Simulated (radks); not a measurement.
Values are calculated unless marked as measured or tabulated.
Q: These are the eigenvalues of the occupied orbitals of an atom or ion with whole-number occupations (Ry). Level of theory: Dirac Kohn-Sham, PBE, spin-unpolarised, spherical densities, point nucleus (a radial shooting solver on a logarithmic mesh with Libxc functionals).

orbital  eigenvalue
1s1/2     -3189.359
2s1/2     -517.5192
2p1/2     -489.6850
2p3/2     -451.4631
3s1/2     -114.1000
3p1/2     -102.2226
3p3/2     -94.59339
3d3/2     -73.92357
3d5/2     -72.27505
4s1/2     -24.50406
4p1/2     -20.01734
4p3/2     -18.35428
4d3/2     -10.97753
4d5/2     -10.68203
5s1/2      -4.95147
5p1/2      -3.70335
5p3/2      -3.45467
4f5/2      -2.28000
4f7/2      -2.24598

Which element is it, and in what charge state? The configuration may be excited. Open shells, if any, are shared by 2j + 1.

A: Z = 60, neodymium, charge +3: Nd3+ in [Xe] 4f3. The list shows which subshells hold electrons but not how many an open one holds; the 1s level, -1594.7 hartree, gives Z - s = 56.5 by -(Z - s)^2/2, which with screening and relativity narrows Z to a few neighbours, and the depths of the outer levels then fix element, charge and occupations together.
